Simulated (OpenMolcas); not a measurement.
An atom or ion with 12 electrons was computed by MS-RASPT2, IPEA 0.25 Eh, imaginary shift 0.1 Eh with spin-orbit coupling (OpenMolcas, ANO-RCC-VQZP, DKH2). The lowest levels that the run gave, each within 12 % of the measured value where one is at hand:

```
J  Parity  E (cm-1)      g
0    even       0.0       
0     odd     67330       
1     odd     67526  1.501
2     odd     67925  1.501
1     odd    105860  1.000
2    even    158001  1.000
0    even    164965       
1    even    165168  1.501
2    even    165561  1.501
```

Task: Which ion is it, and what are the configurations and terms?

Result: P IV (Z = 15, charge +3; active space 2 electrons in 9 orbitals (RAS2 3s 3p; RAS3 3d, at most 2 electrons)). J, parity and g give the terms where levels are pure, and mixed ones are named by the computed weights; the size of the splittings, set against known spectra of the 12-electron sequence, gives the charge. In order, with the measured energies in cm-1 (Martin, Zalubas and Musgrove, J. Phys. Chem. Ref. Data 14, 751 (1985)): 3s2 1S0, 3s 3p 3P* 0 (67918), 3s 3p 3P* 1 (68146), 3s 3p 3P* 2 (68615), 3s 3p 1P* 1, 3p2 1D2 (158142), 3p2 3P0 (164941), 3p2 3P1 (165185), 3p2 3P2 (165654).

Active for correlation alone: 3d; no level in the range computed is led by a configuration that fills it, so any true level of that kind is missing. Some terms mix strongly with configurations of 3d, whose occupation reaches 0.27 (3p2 1D). Measured partners are found by configuration, term and J. A level has none where our copy of the source lacks it or the pairing is in doubt (some pairs that miss far off the trend of their configuration count as doubtful), and it then counts in no deviation. Only configurations of the active space appear.

* marks odd parity.
